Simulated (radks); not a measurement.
Computed order of ionisation of tantalum. At each step one electron was removed from each of the four highest sub-shells of the ion before, moves of one valence electron (up to charge 6) and the configuration listed by NIST were tried, and the lowest configuration was kept. Code: a radial shooting solver on a logarithmic mesh with Libxc functionals. Model: Dirac Kohn-Sham, relativistic LDA (MacDonald-Vosko exchange, VWN5 correlation), spin-unpolarised, spherical densities, finite nucleus; Fermi nuclear charge, rms radius of each element as measured or else 0.836 A^(1/3) + 0.57 fm. Sub-shells are occupied by j as written (lower j first in brackets).

[
 {"species": "Ta", "lowest configuration found": "[Xe] 4f14 5d(3/2: 3, 5/2: 0) 6s2", "NIST configuration": "same", "margin to the next tried (eV)": "1.826", "IE (eV)": "8.157", "NIST IE (eV)": "7.550", "kind": "exp."},
 {"species": "Ta+", "lowest configuration found": "[Xe] 4f14 5d(3/2: 2, 5/2: 0) 6s2", "NIST configuration": "[Xe] 4f14 5d(3/2: 3, 5/2: 0) 6s1 lies 0.410 eV higher", "margin to the next tried (eV)": "0.410", "IE (eV)": "15.552", "NIST IE (eV)": "16.2", "kind": "semi-emp."},
 {"species": "Ta2+", "lowest configuration found": "[Xe] 4f14 5d(3/2: 3, 5/2: 0)", "NIST configuration": "same", "margin to the next tried (eV)": "0.655", "IE (eV)": "24.205", "NIST IE (eV)": "23", "kind": "theory"},
 {"species": "Ta3+", "lowest configuration found": "[Xe] 4f14 5d(3/2: 2, 5/2: 0)", "NIST configuration": "same", "margin to the next tried (eV)": "2.931", "IE (eV)": "35.780", "NIST IE (eV)": "35", "kind": "theory"},
 {"species": "Ta4+", "lowest configuration found": "[Xe] 4f14 5d(3/2: 1, 5/2: 0)", "NIST configuration": "same", "margin to the next tried (eV)": "5.550", "IE (eV)": "48.422", "NIST IE (eV)": "48.27", "kind": "semi-emp."},
 {"species": "Ta5+", "lowest configuration found": "[Xe] 4f14", "NIST configuration": "same", "margin to the next tried (eV)": "30.265", "IE (eV)": "94.812", "NIST IE (eV)": "94.01", "kind": "semi-emp."},
 {"species": "Ta6+", "lowest configuration found": "[Xe] 4f(5/2: 6, 7/2: 7)", "NIST configuration": "same", "margin to the next tried (eV)": "2.097", "IE (eV)": "120.67", "NIST IE (eV)": "119", "kind": "theory"},
 {"species": "Ta7+", "lowest configuration found": "[Kr] 4d10 4f(5/2: 6, 7/2: 7) 5s2 5p(1/2: 2, 3/2: 3)", "NIST configuration": "same", "margin to the next tried (eV)": "1.198", "IE (eV)": "138.70", "NIST IE (eV)": "139", "kind": "theory"},
 {"species": "Ta8+", "lowest configuration found": "[Kr] 4d10 4f(5/2: 6, 7/2: 7) 5s2 5p(1/2: 2, 3/2: 2)", "NIST configuration": "same", "margin to the next tried (eV)": "3.728", "IE (eV)": "157.20", "NIST IE (eV)": "159", "kind": "theory"},
 {"species": "Ta9+", "lowest configuration found": "[Kr] 4d10 4f(5/2: 6, 7/2: 7) 5s2 5p(1/2: 2, 3/2: 1)", "NIST configuration": "same", "margin to the next tried (eV)": "6.457", "IE (eV)": "176.11", "NIST IE (eV)": "180", "kind": "theory"},
 {"species": "Ta10+", "lowest configuration found": "[Kr] 4d10 4f(5/2: 6, 7/2: 7) 5s2 5p(1/2: 2, 3/2: 0)", "NIST configuration": "same", "margin to the next tried (eV)": "9.392", "IE (eV)": "207.95", "NIST IE (eV)": "213", "kind": "theory"},
 {"species": "Ta11+", "lowest configuration found": "[Kr] 4d10 4f(5/2: 6, 7/2: 6) 5s2 5p(1/2: 2, 3/2: 0)", "NIST configuration": "[Kr] 4d10 4f(5/2: 6, 7/2: 7) 5s2 5p(1/2: 1, 3/2: 0) lies 0.167 eV higher", "margin to the next tried (eV)": "0.167", "IE (eV)": "232.01", "NIST IE (eV)": "235", "kind": "theory"},
 {"species": "Ta12+", "lowest configuration found": "[Kr] 4d10 4f(5/2: 6, 7/2: 6) 5s2 5p(1/2: 1, 3/2: 0)", "NIST configuration": "differs (not computed)", "margin to the next tried (eV)": "8.315", "IE (eV)": "253.29", "NIST IE (eV)": "262", "kind": "theory"},
 {"species": "Ta13+", "lowest configuration found": "[Kr] 4d10 4f(5/2: 6, 7/2: 6) 5s2", "NIST configuration": "same", "margin to the next tried (eV)": "11.760", "IE (eV)": "290.32", "NIST IE (eV)": "304", "kind": "theory"}
]

Reference values: NIST Atomic Spectra Database (exp. = measured, semi-emp. = semi-empirical, theory = theoretical value adopted there). Spin polarisation and multiplet splitting are left out, so open shells lie too high by an amount that depends on their filling.

Beside tabulated values, note that spin-unpolarised runs miss the spin-polarisation part of the exchange energy of open shells.
